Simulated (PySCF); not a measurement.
## Broadened absorption spectrum of GaCl2(CCH)

Species: GaCl2(CCH), C2HCl2Ga.
Geometry (PBE0-D3(BJ)/def2-SVP, Å), atoms numbered from 1 in this order:
```xyz
6
C2HCl2Ga angstrom
Ga     0.5736    1.0005    0.0042
Cl     2.7017    1.0516    0.0387
Cl    -0.4080    2.8894   -0.0427
C     -0.3757   -0.6306    0.0037
C     -0.9793   -1.6878   -0.0003
H     -1.5123   -2.6232   -0.0036
```

Computed with PySCF 2.14.0, density-fitted response routines, TDDFT wB97X-D/def2-SVPD, vertical, gas phase, core orbitals frozen in the response. Relativistic effects, spin–orbit coupling among them, are left out although an element past zinc is present.

Computed states:

```
state  E (eV)       f
   S1    5.28  0.0000
   S2    5.84   0.038
   S3    6.29  0.0000
   S4    6.44  0.0000
   S5    6.49  0.0001
   S6    6.71  0.0068
   S7    6.88   0.029
   S8    7.03  0.0000
   S9    7.10  0.0026
  S10    7.17   0.031
  S11    7.32   0.101
  S12    7.36   0.133
  S13    7.75   0.075
  S14    7.91  0.0000
  S15    7.98   0.390
```

Each state is given a Gaussian of 0.25 eV full width at half maximum, with ε(max) = 2.175×10⁸ f / Δν̃ (Δν̃ the width in cm⁻¹). The width is an assumption, not a result. The curve ends short of the highest state used, and states not computed would add to its high-energy end.

(1) Give the broadened spectrum and its maxima.

(2) Coming from long wavelengths, where does ε first pass 100 L mol⁻¹ cm⁻¹?

(3) On this curve, what absorbance would a 10⁻⁵ mol/L sample give at 193 nm over a 1 cm path?

## Answers

(1) 
λ (nm), ε (L mol⁻¹ cm⁻¹) and a bar:
```
    168.1      24020 ##############################
    170.5      22196 ############################
    172.9      10825 ##############
    175.3       4359 #####
    177.7       3116 ####
    180.1       3499 ####
    182.6       2695 ###
    185.0       1452 ##
    187.4        623 #
    189.8        195 
    192.2         42 
    194.7          7 
    197.1          3 
    199.5          9 
    201.9         71 
    204.3        391 
    206.7       1326 ##
    209.2       2928 ####
    211.6       4067 #####
    214.0       3805 #####
    216.4       2462 ###
    218.8       1128 #
    221.2        375 
    223.7         86 
    226.1         16 
    228.5          2 
    230.9          0 
    233.3          0 
    235.8          0 
    238.2          0 
    240.6          0 
    243.0          0 
    245.4          0 
    247.8          0 
    250.3          0 
    252.7          0
```

Maxima: 212 nm (5.84 eV), ε about 4200, made up of S2 (100%); 180 nm (6.89 eV), ε about 3500, made up of S7 (91%); 169 nm (7.33 eV), ε about 26000, made up of S11 (42%) and S12 (54%) (ε in L mol⁻¹ cm⁻¹; maxima over ε = 5, shares over 10%).

(2) At about 223 nm (5.55 eV), 0.27 eV above S1.

(3) 193 nm is 6.424 eV, where ε is about 24 L mol⁻¹ cm⁻¹, so A = ε c l ≈ 0.00024 (Beer–Lambert, with the gas-phase spectrum and the assumed width).

The vertical ionisation energy (ΔSCF) is 11.22 eV, 3.24 eV above S15.
